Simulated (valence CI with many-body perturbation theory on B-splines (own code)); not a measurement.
E1 line list for Er⁵⁵⁺

Level of theory: relativistic CI+MBPT: three valence electrons over a frozen Dirac-Fock core [Ne], a basis of 11 s, 11 p, 9 d, 7 f, 5 g, 2 h, 1 i functions for each j, with the one-electron correlation potential Σ1, the two-electron term Σ2, the three-electron term Σ3, Breit, model QED; selected CI, second order for the rest (own B-spline code, finite nucleus).

No measured spectrum was set against this ion. As an estimate, large intervals hold to a few tenths of a per cent, small ones and those within an open d or f shell to about a per cent.

Lines 201 to 250 of 257 in falling wavelength, among levels below 81.761 Ry, chosen from the strongest by gf and those to the six lowest levels. Wavelengths and rates use the calculated energies. Electric multipoles are in the length gauge, E1 and E2 with the static RPA response of the core. Weak lines are less certain than strong ones. Lines between different terms over intervals too small for the method are left out, as are lines whose strength nearly cancels. The highest levels of a list are the least certain.

Levels are named by their leading jj configuration (3d3/2^4 stands for four electrons in 3d with j = 3/2), which in mixed levels can hold well under half, so a name can repeat and another be missing. Letters in brackets count levels of one name in rising energy.

| λ vac (nm) | Upper | Lower | A (s⁻¹) | S (a.u.) |
| --- | --- | --- | --- | --- |
| 2.530 | (3p1/2^2 3d3/2) J=3/2 | (3s^2 3p3/2) J=3/2 | 9.12e+08 | 2.91e-05 |
| 2.524 | (3s 3p3/2 3d5/2) J=5/2 [a] | (3s 3p1/2 3p3/2) J=5/2 | 6.33e+10 | 3.01e-03 |
| 2.516 | (3s 3p3/2 3d3/2) J=5/2 [b] | (3s 3p1/2 3p3/2) J=3/2 [a] | 1.14e+09 | 5.40e-05 |
| 2.495 | (3s 3p3/2 3d3/2) J=1/2 [b] | (3s 3p1/2 3p3/2) J=3/2 [a] | 8.96e+08 | 1.37e-05 |
| 2.480 | (3s 3p3/2 3d5/2) J=7/2 [a] | (3s 3p1/2 3p3/2) J=5/2 | 8.60e+10 | 5.18e-03 |
| 2.469 | (3s 3p3/2 3d5/2) J=3/2 [a] | (3s 3p1/2 3p3/2) J=5/2 | 1.55e+08 | 4.59e-06 |
| 2.459 | (3s 3p1/2 3d5/2) J=3/2 | (3s 3p1/2^2) J=1/2 | 2.16e+11 | 6.34e-03 |
| 2.450 | (3s 3p3/2 3d5/2) J=1/2 | (3s 3p1/2 3p3/2) J=3/2 [b] | 6.02e+10 | 8.74e-04 |
| 2.444 | (3s 3p3/2 3d5/2) J=5/2 [a] | (3s 3p1/2 3p3/2) J=3/2 [a] | 1.86e+09 | 8.05e-05 |
| 2.406 | (3s 3p3/2 3d5/2) J=3/2 [b] | (3s 3p1/2 3p3/2) J=3/2 [b] | 1.06e+08 | 2.91e-06 |
| 2.400 | (3s 3p3/2 3d5/2) J=7/2 [b] | (3s 3p1/2 3p3/2) J=5/2 | 1.01e+10 | 5.49e-04 |
| 2.396 | (3s 3p3/2 3d5/2) J=5/2 [b] | (3s 3p1/2 3p3/2) J=3/2 [b] | 2.75e+10 | 1.12e-03 |
| 2.392 | (3s 3p3/2 3d5/2) J=3/2 [a] | (3s 3p1/2 3p3/2) J=3/2 [a] | 2.76e+10 | 7.47e-04 |
| 2.318 | (3s 3p3/2 3d5/2) J=3/2 [b] | (3s 3p1/2 3p3/2) J=5/2 | 2.11e+10 | 5.18e-04 |
| 2.308 | (3s 3p3/2 3d5/2) J=5/2 [b] | (3s 3p1/2 3p3/2) J=5/2 | 1.70e+10 | 6.19e-04 |
| 2.288 | (3s 3p3/2 3d5/2) J=1/2 | (3s 3p1/2 3p3/2) J=3/2 [a] | 8.57e+08 | 1.01e-05 |
| 2.251 | (3s 3p3/2 3d5/2) J=3/2 [b] | (3s 3p1/2 3p3/2) J=3/2 [a] | 1.80e+09 | 4.05e-05 |
| 2.241 | (3s 3p3/2 3d5/2) J=5/2 [b] | (3s 3p1/2 3p3/2) J=3/2 [a] | 1.08e+10 | 3.60e-04 |
| 2.223 | (3p1/2^2 3d5/2) J=5/2 | (3s^2 3p3/2) J=3/2 | 5.56e+07 | 1.81e-06 |
| 1.941 | (3p1/2 3p3/2^2) J=3/2 | (3s 3p1/2^2) J=1/2 | 1.80e+08 | 2.60e-06 |
| 1.904 | (3s 3p3/2^2) J=1/2 | (3s^2 3p1/2) J=1/2 | 5.80e+09 | 3.95e-05 |
| 1.903 | (3p3/2^3) J=3/2 | (3s 3p1/2 3p3/2) J=3/2 [b] | 1.35e+09 | 1.84e-05 |
| 1.898 | (3p1/2 3p3/2^2) J=1/2 | (3s 3p1/2^2) J=1/2 | 4.47e+09 | 3.01e-05 |
| 1.886 | (3s 3p3/2^2) J=3/2 | (3s^2 3p1/2) J=1/2 | 1.08e+09 | 1.43e-05 |
| 1.861 | (3s 3p3/2 3d3/2) J=3/2 [a] | (3s 3p1/2^2) J=1/2 | 1.08e+09 | 1.38e-05 |
| 1.856 | (3s 3p3/2 3d3/2) J=1/2 [a] | (3s 3p1/2^2) J=1/2 | 8.53e+08 | 5.39e-06 |
| 1.847 | (3p3/2^3) J=3/2 | (3s 3p1/2 3p3/2) J=5/2 | 2.06e+09 | 2.56e-05 |
| 1.804 | (3p3/2^3) J=3/2 | (3s 3p1/2 3p3/2) J=3/2 [a] | 3.64e+08 | 4.22e-06 |
| 1.746 | (3p1/2 3p3/2 3d3/2) J=5/2 [a] | (3s^2 3p3/2) J=3/2 | 1.63e+07 | 2.56e-07 |
| 1.737 | (3s 3p3/2 3d3/2) J=1/2 [b] | (3s 3p1/2^2) J=1/2 | 1.43e+08 | 7.41e-07 |
| 1.690 | (3p1/2^2 3d3/2) J=3/2 | (3s^2 3p1/2) J=1/2 | 5.99e+07 | 5.72e-07 |
| 1.686 | (3s 3p3/2 3d5/2) J=3/2 [a] | (3s 3p1/2^2) J=1/2 | 9.91e+08 | 9.38e-06 |
| 1.665 | (3p1/2 3p3/2 3d3/2) J=3/2 [b] | (3s^2 3p3/2) J=3/2 | 1.27e+07 | 1.15e-07 |
| 1.663 | (3p1/2 3p3/2 3d3/2) J=5/2 [b] | (3s^2 3p3/2) J=3/2 | 3.58e+07 | 4.87e-07 |
| 1.656 | (3p1/2 3p3/2 3d3/2) J=1/2 [b] | (3s^2 3p3/2) J=3/2 | 6.17e+07 | 2.76e-07 |
| 1.634 | (3s 3p3/2 3d5/2) J=1/2 | (3s 3p1/2^2) J=1/2 | 3.35e+09 | 1.44e-05 |
| 1.615 | (3s 3p3/2 3d5/2) J=3/2 [b] | (3s 3p1/2^2) J=1/2 | 1.02e+09 | 8.47e-06 |
| 1.585 | (3p1/2 3p3/2 3d5/2) J=3/2 [a] | (3s^2 3p3/2) J=3/2 | 6.97e+07 | 5.48e-07 |
| 1.585 | (3s 3d3/2^2) J=5/2 | (3s^2 3p3/2) J=3/2 | 1.90e+08 | 2.24e-06 |
| 1.574 | (3p1/2 3p3/2 3d5/2) J=5/2 [a] | (3s^2 3p3/2) J=3/2 | 2.82e+08 | 3.25e-06 |
| 1.532 | (3p1/2 3p3/2 3d5/2) J=1/2 | (3s^2 3p3/2) J=3/2 | 5.28e+07 | 1.88e-07 |
| 1.527 | (3p1/2 3p3/2 3d5/2) J=3/2 [b] | (3s^2 3p3/2) J=3/2 | 4.36e+07 | 3.07e-07 |
| 1.493 | (3s 3d3/2 3d5/2) J=5/2 [a] | (3s^2 3p3/2) J=3/2 | 6.18e+07 | 6.09e-07 |
| 1.461 | (3s 3d3/2 3d5/2) J=5/2 [b] | (3s^2 3p3/2) J=3/2 | 1.53e+07 | 1.41e-07 |
| 1.455 | (3s 3d3/2 3d5/2) J=3/2 [b] | (3s^2 3p3/2) J=3/2 | 3.67e+08 | 2.23e-06 |
| 1.439 | (3s 3d3/2 3d5/2) J=1/2 | (3s^2 3p3/2) J=3/2 | 6.26e+08 | 1.84e-06 |
| 1.371 | (3p3/2^3) J=3/2 | (3s 3p1/2^2) J=1/2 | 1.86e+07 | 9.46e-08 |
| 1.291 | (3p1/2 3p3/2 3d3/2) J=3/2 [a] | (3s^2 3p1/2) J=1/2 | 2.20e+08 | 9.35e-07 |
| 1.287 | (3p1/2 3p3/2 3d3/2) J=1/2 [a] | (3s^2 3p1/2) J=1/2 | 1.19e+08 | 2.51e-07 |
| 1.255 | (3p1/2 3p3/2 3d3/2) J=3/2 [b] | (3s^2 3p1/2) J=1/2 | 2.13e+08 | 8.29e-07 |
